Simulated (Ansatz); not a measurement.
Geometry optimisation, DFT PBE-D3(BJ), scalar-relativistic, plane waves, PAW (Ansatz).

The input (input.yaml):

```yaml
crystal:
  lattice:
    - [6.173631, 0.0, 0.0]
    - [0.0, 6.173631, 0.0]
    - [0.0, 0.0, 6.173631]
  atoms:
    - { symbol: O, position: [0.4217615, 0.4928434, 1.0506653] }
    - { symbol: H, position: [0.4978941, 0.551827, 0.9268169] }
    - { symbol: H, position: [0.3292641, 0.3820691, 0.9891271] }
    - { symbol: O, position: [0.9119388, 0.2220107, 0.8756579] }
    - { symbol: H, position: [0.9174223, 0.3454268, 0.7789517] }
    - { symbol: H, position: [0.9466888, 0.099948, 0.7834256] }
    - { symbol: O, position: [0.0631397, 0.7300341, 0.1158514] }
    - { symbol: H, position: [0.0324568, 0.8503948, 0.2116926] }
    - { symbol: H, position: [0.1640498, 0.7894313, 0.0114349] }
    - { symbol: O, position: [0.2855498, 0.7643467, 0.62741] }
    - { symbol: H, position: [0.4080475, 0.6691235, 0.6041613] }
    - { symbol: H, position: [0.3095265, 0.8226476, 0.7710755] }
    - { symbol: O, position: [0.7311396, 0.2286846, 0.4050588] }
    - { symbol: C, position: [0.6103801, 0.1813025, 0.5541594] }
    - { symbol: H, position: [0.6639458, 0.0802531, 0.6915806] }
    - { symbol: H, position: [0.44051, 0.2367179, 0.5603378] }
basis:
  ecutwfc: 420.0
kpoints:
  mp_grid: { grid: [1, 1, 1] }
hamiltonian:
  xc: pbe
  dispersion: d3bj
scf:
  occupations: { method: fermi_dirac, width: 0.05 }
  lower_state_search: "off"
relax:
  f_tol: 0.3
  max_steps: 15
  adjacent_minimum: "off"
```

Command:

```bash
$ ansatz run input.yaml --threads 1 --pin off --max-ram 3072MiB --backend cpu --events-out ev --progress --plain --runs-dir out
```

Q: Where does it end, and by what steps?

A: The run converged. The threshold is loose, so the end isn't yet a minimum. Limits of this set-up: coarse k mesh. After 13 steps the energy has fallen by 2.146 eV; H6 moved furthest, 1.15 Å.

```csv
step,energy less start (eV),largest force component (eV/Å),accepted
0,0.0000,0.856,yes
1,-0.2768,2.030,yes
2,-0.5436,3.061,yes
3,-0.9067,2.281,yes
4,-1.1799,1.429,yes
5,-1.4338,0.956,yes
6,-1.6081,1.204,yes
7,-1.7585,0.888,yes
8,-1.8769,1.450,yes
9,-2.0131,0.876,yes
10,-1.6935,3.375,no
11,-2.0665,0.563,yes
12,-2.1042,0.302,yes
13,-2.1458,0.244,yes
```

```xyz
16
Lattice="6.1736 0.0000 0.0000 0.0000 6.1736 0.0000 0.0000 0.0000 6.1736" Properties=species:S:1:pos:R:3
O 2.016 3.417 5.897
H 2.864 3.054 6.198
H 1.422 2.630 5.691
O 6.500 1.477 5.306
H 6.108 1.305 4.427
H 6.455 0.619 5.811
O 0.192 5.386 0.654
H 0.212 5.578 1.608
H 0.882 4.697 0.507
O 2.134 4.913 3.504
H 2.592 4.340 2.868
H 2.123 4.390 4.344
O 4.557 1.127 2.983
C 3.549 1.039 3.669
H 3.604 0.793 4.758
H 2.533 1.211 3.248
```

The run took 9.8 s on 1 thread of AMD EPYC 9R45 96-Core Processor (Zen 5) (shared host), peak memory 0.39 GiB.
